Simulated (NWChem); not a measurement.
Molecule: C₂H₄O₂Si; SMILES C1=C[Si@@H](O)O1

```xyz
9

O     -0.0643     1.8901    -0.4216
Si     0.0705     0.4784     0.4146
C      1.0520    -0.9627    -0.1662
C     -0.1559    -1.5685    -0.2315
O     -1.1716    -0.7014     0.0678
H     -0.0276     1.8347    -1.3818
H      0.0607     0.8741     1.8393
H      2.0379    -1.3913    -0.3257
H     -0.4445    -2.6038    -0.4561
```
Atoms are numbered in this order, from 1.

All runs: NWChem. Pople sets run with spherical d functions. All runs use the structure optimised with PBE0/def2-SVP. GIAO values for the isolated, static molecule; σ is the absolute isotropic shielding, δ = σ(reference) − σ with the isolated reference molecule computed at the same levels (13C: tetramethylsilane, 1H: tetramethylsilane, 29Si: tetramethylsilane).

| level | δ Si2 (ppm) | δ C3 (ppm) | δ C4 (ppm) | δ H6 (ppm) | δ H7 (ppm) | δ H8 (ppm) | δ H9 (ppm) |
|---|---|---|---|---|---|---|---|
| BHandHLYP/pcSseg-1 | ? | ? | 181.2 | ? | ? | ? | 7.72 |
| Hartree-Fock/6-31G* | -7.7 | 94.5 | 168.5 | 2.62 | 5.26 | 4.62 | 7.89 |
| LDA (Slater exchange, VWN5)/pcSseg-1 | 4.2 | 105.7 | 181.4 | 3.00 | 5.56 | 4.77 | 7.73 |

Fill in the missing entries.


- BHandHLYP/pcSseg-1, δ Si2 (ppm): -10.4
- BHandHLYP/pcSseg-1, δ C3 (ppm): 103.9
- BHandHLYP/pcSseg-1, δ H6 (ppm): 2.72
- BHandHLYP/pcSseg-1, δ H7 (ppm): 4.87
- BHandHLYP/pcSseg-1, δ H8 (ppm): 4.87
